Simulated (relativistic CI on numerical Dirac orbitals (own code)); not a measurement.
## Mn²⁺: L2,3 absorption edge

Computed with this model: Dirac-Coulomb-Breit CI, orbitals from a KLI potential per configuration, QED by a radiative potential, valence Slater integrals scaled by 0.7, multiplet model of core-to-valence dipole absorption; configurations [Ar] 3d5 → [He] 2s2 2p5 3s2 3p6 3d6; 80 K; Lorentzian 0.24 eV and Gaussian 0.3 eV FWHM. Energies are those of the free ion, without screening or charge transfer. The branching ratio is the share of the lower-energy edge in the whole absorption, uncertain by about 0.02 where the edges overlap. S is read from ⟨S²⟩ = S(S + 1).

Field parameters in Wybourne normalisation: D3d B²₀ = −7Dσ, B⁴₀ = −14Dq − 21Dτ, B⁴₃ = −14√(10/7) Dq. The field is a parameter set, without covalency.

free ion: ground-state S = 2.50, centroid 645.14 eV, branching ratio 0.751. Peaks (eV, height): 641.9 (100), 643.0 (36), 645.2 (12), 652.2 (20), 653.7 (32).

D3d, 10Dq = 8550, Dσ = -1200, Dτ = -380 cm⁻¹: ground-state S = 2.50, centroid 645.14 eV, branching ratio 0.752. Peaks (eV, height): 640.6 (16), 641.2 (18), 642.1 (100), 645.2 (8), 651.6 (12), 652.8 (16), 653.9 (23).

D3d, 10Dq = 8550, Dσ = -510, Dτ = -380 cm⁻¹: ground-state S = 2.50, centroid 645.14 eV, branching ratio 0.752. Peaks (eV, height): 641.1 (18), 642.0 (100), 643.2 (28), 645.2 (9), 651.7 (11), 652.1 (10), 653.2 (16), 653.9 (21).

D3d, 10Dq = 8550, Dσ = 860, Dτ = -380 cm⁻¹: ground-state S = 2.50, centroid 645.14 eV, branching ratio 0.752. Peaks (eV, height): 641.0 (26), 642.1 (100), 645.2 (9), 651.8 (17), 653.2 (19), 654.0 (20).

D3d, 10Dq = 8550, Dσ = 1200, Dτ = -380 cm⁻¹: ground-state S = 2.50, centroid 645.14 eV, branching ratio 0.752. Peaks (eV, height): 641.0 (30), 642.1 (100), 642.9 (40), 645.2 (9), 651.8 (18), 653.1 (21), 653.4 (20), 654.1 (22).

The statistical ratio of this edge is 2/3 = 0.667. Values above it arise where the holes sit mainly in the j = l + 1/2 valence subshell or the ground state has high spin; values below it where core-valence Coulomb terms move weight to the upper edge, as in nearly empty shells.

Strongest unbroadened transitions for D3d, 10Dq = 8550, Dσ = 860, Dτ = -380 cm⁻¹:

```csv
Energy (eV),Relative strength
640.92,26.6
640.98,33.9
641.05,42.9
641.87,30.5
641.88,48.2
642.00,99.6
642.03,42.7
642.04,52.9
642.06,37.2
642.13,56.2
642.14,67.0
642.17,100.0
642.23,30.6
643.21,40.4
651.65,29.5
651.94,32.4
654.03,25.3
654.14,28.6
```
